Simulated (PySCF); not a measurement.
## Electronic structure of In(2+) (indium, charge +2) at the B3LYP level

Configuration: [Kr] 4d10 5s1, 2S determinant. All numbers are calculated (PySCF 2.14, scalar relativity by spin-free X2C-1e, in x2c-SVPall (6s5p3d, 36 functions)).

```
Total energy                        : -5879.44 hartree
One-electron energy                 : -8057.53 hartree
Hartree (Coulomb) energy            : 2338.91 hartree
Exchange-correlation energy         : -160.82 hartree
⟨S²⟩                                : 0.7502
⟨L²⟩                                : 0.000
Sum of ⟨r⟩                          : 28.34 bohr
Sum of ⟨r²⟩                         : 32.66 bohr²
Langevin diamagnetic susceptibility : -25.9 ×10⁻⁶ cm³/mol
Time after the integrals            : 0.46 s of wall time on 1 thread of Neoverse-V2 (shared host)
```

| shell | electrons | mean orbital energy (eV) | rms radius, mean of both spins (bohr) |
| --- | --- | --- | --- |
| 1s α | 1 | -27797.9 | 0.0341 |
| 1s β | 1 | -27797.8 | 0.0341 |
| 2s α | 1 | -4197.6 | 0.139 |
| 2s β | 1 | -4197.6 | 0.139 |
| 2p α | 3 | -3772.3 | 0.124 |
| 2p β | 3 | -3772.3 | 0.124 |
| 3s α | 1 | -820.53 | 0.372 |
| 3s β | 1 | -820.47 | 0.372 |
| 3p α | 3 | -680.01 | 0.373 |
| 3p β | 3 | -679.97 | 0.373 |
| 3d α | 5 | -460.57 | 0.353 |
| 3d β | 5 | -460.54 | 0.353 |
| 4s α | 1 | -143.87 | 0.905 |
| 4s β | 1 | -143.73 | 0.905 |
| 4p α | 3 | -101.29 | 0.986 |
| 4p β | 3 | -101.18 | 0.986 |
| 4d α | 5 | -39.319 | 1.27 |
| 4d β | 5 | -39.097 | 1.27 |
| 5s α | 1 | -25.062 | 2.54 |

Densities and radii are taken from the X2C orbitals without a picture-change correction, which distorts them close to the nucleus.
